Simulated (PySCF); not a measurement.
This PySCF input asks for the NMR shieldings of SMILES CN(C)C(=O)[C@H]1C=C[SiH2][SiH2]1, C6H13NOSi2; the geometry comes from GFN2-xTB.

```python
import basis_set_exchange as bse
import numpy as np
from pyscf import gto, dft
from pyscf.prop import nmr

atoms = """
C    -2.312105   -0.469577   -1.004014
N    -1.690618    0.307655    0.042335
C    -2.546469    1.246273    0.734228
C    -0.411384    0.161201    0.443342
O     0.069877    0.865184    1.326286
C     0.460392   -0.875231   -0.198980
C     1.256891   -0.145906   -1.238372
C     2.363086    0.530062   -0.943892
Si    3.028165    0.426358    0.820488
Si    1.628522   -1.347182    1.270651
H    -2.616315   -1.458280   -0.645049
H    -3.200028    0.059565   -1.347032
H    -1.641886   -0.591102   -1.853398
H    -3.408536    0.729969    1.162761
H    -1.964271    1.706333    1.530269
H    -2.895459    2.022197    0.048793
H    -0.112831   -1.688104   -0.642023
H     0.846958   -0.147585   -2.245121
H     2.862334    1.091042   -1.722309
H     4.475449    0.141327    0.758707
H     2.869880    1.680654    1.554938
H     0.821370   -1.514503    2.478021
H     2.112225   -2.703367    0.936367
"""
names = dict.fromkeys(["C", "N", "O", "Si", "H"], "pcSseg-1")
basis = {el: gto.basis.parse(bse.get_basis(n, elements=[el], fmt="nwchem")) for el, n in names.items()}
mol = gto.M(atom=atoms, basis=basis, charge=0, verbose=0)
mf = dft.RKS(mol, xc="PBE0")
mf.grids.level = 2
mf.grids.alignment = dft.numint.BLKSIZE   # the property module wants whole blocks of grid points
mf.conv_tol = 1e-9
mf.kernel()

calc = nmr.RKS(mf)   # GIAO
C = mf.mo_coeff
Co = C[:, mf.mo_occ > 0]
resp = mf.gen_response(singlet=True, hermi=2)
def vind(x):   # induced exchange potential for any number of trial vectors
    d = np.einsum("pi,xij,qj->xpq", C, 2 * x.reshape(-1, C.shape[1], Co.shape[1]), Co, optimize=True)
    return np.einsum("xpq,pi,qj->xij", resp(d - d.transpose(0, 2, 1)), C, Co, optimize=True).ravel()
mo1, _ = nmr.rhf.solve_mo1(calc, with_cphf=vind)
sigma = calc.kernel(mo1)
for i, s in enumerate(sigma):   # ppm
    w = np.linalg.eigvalsh((s + s.T) / 2)
    print("%2d %-2s iso %8.1f  s11 %8.1f  s22 %8.1f  s33 %8.1f" % (i, mol.atom_pure_symbol(i), w.mean(), *w))
```

Q: Give the expected output.

A: 
```
 0 C  iso    149.2  s11    127.4  s22    136.8  s33    183.5
 1 N  iso    151.4  s11     48.3  s22    168.4  s33    237.4
 2 C  iso    150.7  s11    128.2  s22    139.3  s33    184.5
 3 C  iso      6.2  s11    -69.5  s22      0.6  s33     87.5
 4 O  iso    -59.0  s11   -310.0  s22   -161.0  s33    294.0
 5 C  iso    143.0  s11    118.4  s22    149.6  s33    161.0
 6 C  iso     34.2  s11    -88.2  s22     44.7  s33    145.9
 7 C  iso     47.3  s11    -66.9  s22     42.1  s33    166.9
 8 Si iso    414.6  s11    385.6  s22    406.3  s33    452.0
 9 Si iso    406.5  s11    357.6  s22    406.5  s33    455.6
10 H  iso     28.4  s11     24.3  s22     26.3  s33     34.6
11 H  iso     29.0  s11     24.2  s22     27.7  s33     35.0
12 H  iso     28.2  s11     23.3  s22     28.5  s33     32.8
13 H  iso     29.4  s11     24.8  s22     27.1  s33     36.2
14 H  iso     27.0  s11     21.1  s22     28.6  s33     31.2
15 H  iso     29.4  s11     24.6  s22     27.3  s33     36.4
16 H  iso     28.1  s11     24.2  s22     28.2  s33     32.1
17 H  iso     24.6  s11     21.7  s22     24.3  s33     27.8
18 H  iso     25.0  s11     23.4  s22     24.7  s33     26.9
19 H  iso     27.4  s11     23.9  s22     24.6  s33     33.7
20 H  iso     27.0  s11     23.3  s22     25.5  s33     32.3
21 H  iso     27.7  s11     23.8  s22     26.6  s33     32.8
22 H  iso     27.7  s11     23.8  s22     25.2  s33     34.2
```

These numbers come from an equivalent density-fitted implementation of the same equations, which agrees with the script to about 0.01 ppm for H and up to a few tenths of a ppm for heavy atoms, so last digits may differ.

Q: Turn these shieldings into chemical shifts. Scale: 13C (σref 186.93) and 29Si (σref 349.16) and 1H (σref 31.72) against TMS; 15N (σref 267.73) against NH3; 17O (σref 336.08) vs H2O (reference shieldings calculated alike).

A: Averaging equivalent atoms: C 3: 180.7; C 6: 152.8; C 7: 139.6; C 5: 43.9; C 0: 37.7; C 2: 36.3; N 1: 116.4; O 4: 395.0; Si 9: -57.4; Si 8: -65.5; H 17: 7.12; H 18: 6.72; H 20: 4.69; H 19: 4.33; H 22: 3.99; H 21: 3.97; H 16: 3.57; H 10/11/12: 3.20; H 13/14/15: 3.12 ppm. Unscaled 17O shifts of doubly bonded oxygen tend to come out too high, by tens of ppm or more. Experimental scales use liquid or dissolved standards, which lie at an offset from isolated NH3 (liquid NH3: subtract about 20 ppm) and H2O (liquid H2O: subtract about 36 ppm).

Size and cost of the density-fitted run: 249 basis functions, 80 s wall time on 1 thread of an Arm Neoverse V2, shared host; peak memory 1.2 GiB.
